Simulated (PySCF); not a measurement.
Start geometry of CrOF3, `[O]=[Cr]([F])([F])[F]` [radical] from GFN2-xTB (Å):
```
atom  x, y, z in Å
Cr1    0.2225   -0.0768    0.1315
O2    -0.0432   -0.0338    1.6414
F3     1.5874    0.0077   -0.6162
F4    -0.7942    1.2414   -0.5891
F5    -0.8976   -1.2490   -0.6296
```

Q: What comes out of this run: PySCF 2.14.0, PBE0-D3(BJ)/def2-SVP geometry optimisation, gas phase?

A: 
```
atom  x, y, z in Å
Cr1    0.0719   -0.0818    0.0667
O2     0.0316    0.0542    1.5727
F3     1.5877   -0.0246   -0.6752
F4    -0.7334    1.2911   -0.5130
F5    -0.8830   -1.3494   -0.5132
```

The energy falls by 85.0 kJ/mol over 9 energy and gradient evaluations, the largest force component goes from 0.1955 to 2.1e-04 Eh/bohr, and the atoms move by 0.112 Å rms after alignment. The bond that changes most is Cr1–F3 (ends: chromium bonded to 3 F and O; fluorine bonded to Cr), which lengthens by 0.130 Å. Bonds longer at the end by more than 0.005 Å: 1 of 4; shorter: 3. Among the angles that change most is F4–Cr1–F5, from 87.5° to 102.8°. Rotational constants go from 4078, 3708, 3539 to 4117, 3829, 3582 MHz. The orientation of the end geometry is arbitrary; only internal coordinates are fixed.

The run used 87 basis functions and 126 SCF cycles in all.

No frequency check. ⟨S²⟩ = 0.772 (exact for a doublet: 0.75).
